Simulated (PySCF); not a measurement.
Species: CF3SO3CF3, C2F6O3S.
Numbering: `[O:1]=[S:2](=[O:3])([O:4][C:5]([F:6])([F:7])[F:8])[C:9]([F:10])([F:11])[F:12]`

Geometry (PBE0-D3(BJ)/def2-SVP, Å), atoms numbered from 1 in this order:
```
atom  x, y, z in Å
O1     1.129   -0.418   -2.029
S2     0.553    0.252   -0.900
O3     0.137    1.629   -0.888
O4    -0.695   -0.713   -0.395
C5    -1.869   -0.200    0.121
F6    -1.639    0.583    1.159
F7    -2.586   -1.231    0.504
F8    -2.528    0.483   -0.792
C9     1.676   -0.050    0.553
F10    1.939   -1.334    0.640
F11    2.783    0.627    0.335
F12    1.100    0.370    1.657
```

Computed, not measured: PBE0-D3(BJ)/def2-SVP geometry optimisation, gas phase (PySCF 2.14.0).

Take the most abundant isotopes and a rigid rotor. The values belong to one conformer with, in the numbering `[O:1]=[S:2](=[O:3])([O:4][C:5]([F:6])([F:7])[F:8])[C:9]([F:10])([F:11])[F:12]`, O1–S2–O4–C5 -145°.

What are A, B and C (cm⁻¹)?

Ia = 353.01, Ib = 789.30, Ic = 875.50 u·Å²; 505379 MHz·u·Å²/I gives 1432, 640.3 and 577.2 MHz, that is A = 0.04775, B = 0.02136, C = 0.01925 cm⁻¹.

What kind of rotor is it?

An asymmetric top; Ray's κ = -0.852.

What does the inertial defect say?

Not planar: Δ = Ic − Ia − Ib = -266.81 u·Å². For a rigid frame Δ = −2 Σ m c², so Σ m c² = 133.40 u·Å² lies off the ab plane. The atom farthest from that plane is 1.35 Å away.

Give the other two planar moments, Paa and Pbb, and the rms extents of the mass along the axes.

Paa = Σ m a² = (Ib + Ic − Ia)/2 = 655.89 and Pbb = Σ m b² = (Ia + Ic − Ib)/2 = 219.60 u·Å². With the mass M = 217.95 u, the rms extents √(P/M) along a, b and c are 1.73, 1.00, 0.78 Å.

List the rotational levels J(Ka,Kc) to J = 2 (MHz).

Above 0(0,0):
J = 1: 1(0,1) 1218, 1(1,1) 2009, 1(1,0) 2072
J = 2: 2(0,2) 3649, 2(1,2) 4381, 2(1,1) 4570, 2(2,1) 6944, 2(2,0) 6948
Those of J = 1 are B + C, A + C and A + B.

Which lines would a microwave search look for?

The dipole components are |μa| = 0.36 D, |μb| = 1.50 D, |μc| = 0.10 D. Intensities carry the squares of the components, which stand as 0.06 : 1.00 : 0.00 (a : b : c). Some lines, for components of 0.1 D or more:

| type | branch | J(Ka,Kc) | MHz | lower level (cm⁻¹) |
| --- | --- | --- | --- | --- |
| c | Q | 2(1,2) ← 2(0,2) | 732 | 0.122 |
| c | Q | 1(1,1) ← 1(0,1) | 791 | 0.041 |
| b | Q | 1(1,0) ← 1(0,1) | 854 | 0.041 |
| b | Q | 2(1,1) ← 2(0,2) | 921 | 0.122 |
| b | R | 2(0,2) ← 1(1,1) | 1640 | 0.067 |
| c | R | 1(1,0) ← 0(0,0) | 2072 | 0.000 |
| a | R | 2(1,2) ← 1(1,1) | 2372 | 0.067 |
| b | Q | 2(2,0) ← 2(1,1) | 2378 | 0.152 |
| a | R | 2(0,2) ← 1(0,1) | 2431 | 0.041 |
| a | R | 2(1,1) ← 1(1,0) | 2498 | 0.069 |
| b | Q | 2(2,1) ← 2(1,2) | 2563 | 0.146 |
| b | R | 2(1,2) ← 1(0,1) | 3163 | 0.041 |
| c | R | 2(1,1) ← 1(0,1) | 3353 | 0.041 |
| c | R | 2(2,0) ← 1(1,0) | 4876 | 0.069 |
| c | R | 2(2,1) ← 1(1,1) | 4935 | 0.067 |

Not checked by PBE0-D3(BJ)/def2-SVP frequencies. Constants of a rigid frame at the computed geometry: no zero-point averaging, no centrifugal distortion.

Rough CPU time on one thread of a shared machine: about 6 min. This is the geometry optimisation.
